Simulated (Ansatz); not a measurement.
Program: Ansatz 0.2.0.

C2H6BFN2, SMILES `BN(C=N)CF`. The species carries charge 0 and has multiplicity 1. All single points use the PBE0-D4/def2-TZVP geometry. It is one conformer, not always the lowest.

```xyz
12

B    -0.113   -1.338   -1.058
N     0.038   -0.246   -0.184
C     0.975   -0.284    0.870
N     1.149    0.550    1.795
C    -0.742    0.944   -0.325
F    -1.696    1.030    0.666
H    -0.922   -1.266   -1.931
H     0.584   -2.293   -0.899
H     1.603   -1.172    0.821
H     0.481    1.320    1.775
H    -1.250    0.924   -1.288
H    -0.107    1.832   -0.241
```

(1) What is the dipole moment at r2SCAN/def2-TZVPP? (An estimate is asked.)

(2) And with PBE, B3LYP, ωB97M-V? (Best estimate.)

(3) Give the Mulliken charges with r2SCAN, PBE, B3LYP in def2-TZVPP. (Best estimate.)

Results:

(1) The calculation gave: 2.41 D, with components (-0.32, 0.46, -2.34) D in this frame, pointing from negative to positive charge.

(2) The calculation gave: PBE 2.27 D, B3LYP 2.47 D, ωB97M-V 2.48 D.

(3) The calculation gave: 
```json
{"atom": "B1", "r2SCAN": "-0.04", "PBE": "-0.12", "B3LYP": "-0.10"}
{"atom": "N2", "r2SCAN": "-0.07", "PBE": "0.03", "B3LYP": "-0.07"}
{"atom": "C3", "r2SCAN": "0.11", "PBE": "0.00", "B3LYP": "0.04"}
{"atom": "N4", "r2SCAN": "-0.31", "PBE": "-0.22", "B3LYP": "-0.25"}
{"atom": "C5", "r2SCAN": "0.19", "PBE": "0.06", "B3LYP": "0.10"}
{"atom": "F6", "r2SCAN": "-0.23", "PBE": "-0.19", "B3LYP": "-0.24"}
{"atom": "H7", "r2SCAN": "-0.01", "PBE": "0.01", "B3LYP": "0.03"}
{"atom": "H8", "r2SCAN": "0.00", "PBE": "0.01", "B3LYP": "0.03"}
{"atom": "H9", "r2SCAN": "0.09", "PBE": "0.10", "B3LYP": "0.12"}
{"atom": "H10", "r2SCAN": "0.15", "PBE": "0.14", "B3LYP": "0.14"}
{"atom": "H11", "r2SCAN": "0.07", "PBE": "0.10", "B3LYP": "0.11"}
{"atom": "H12", "r2SCAN": "0.06", "PBE": "0.09", "B3LYP": "0.10"}
```

B3LYP here is the variant with VWN-RPA as its local correlation; programs differ in this.
